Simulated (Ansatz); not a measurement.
A run on `[OH][Ga]([F])[CH2]Br` with other settings.

```yaml
crystal:
  periodic: [false, false, false]
  atoms:
    - {symbol: O, position_ang: [-0.121842, 1.108228, 1.658796]}
    - {symbol: Ga, position_ang: [0.402876, -0.126260, 0.739806]}
    - {symbol: F, position_ang: [1.427140, -1.103864, 1.503605]}
    - {symbol: C, position_ang: [-0.036333, -0.483377, -0.971642]}
    - {symbol: Br, position_ang: [-1.181417, 0.752636, -1.571864]}
    - {symbol: H, position_ang: [-0.683444, 1.638000, 1.227866]}
    - {symbol: H, position_ang: [0.763219, -0.464294, -1.574062]}
    - {symbol: H, position_ang: [-0.485467, -1.373508, -1.063840]}
basis:
  gaussian: {orbitals: pcseg-2, point_charges: [{charge: -1.00, position_ang: [5.835, 0.833, -0.610]}]}
magnetization: {spin_polarized: true, initial_magnetization: 0}
hamiltonian: {xc: {name: HF}}
correlation: {active_space: {window: {electrons: 40, orbitals: 30}}}
output: {forces: true}
```

```sh
$ ansatz run in.yaml --threads 4 --pin off --events-out ev --progress --plain --max-ram 10444MiB
```

It prints (some lines left out):

```
Error: invalid value for `correlation.active_space`: it starts from restricted Hartree–Fock orbitals; set hamiltonian.xc: hf without magnetization.spin_polarized
```
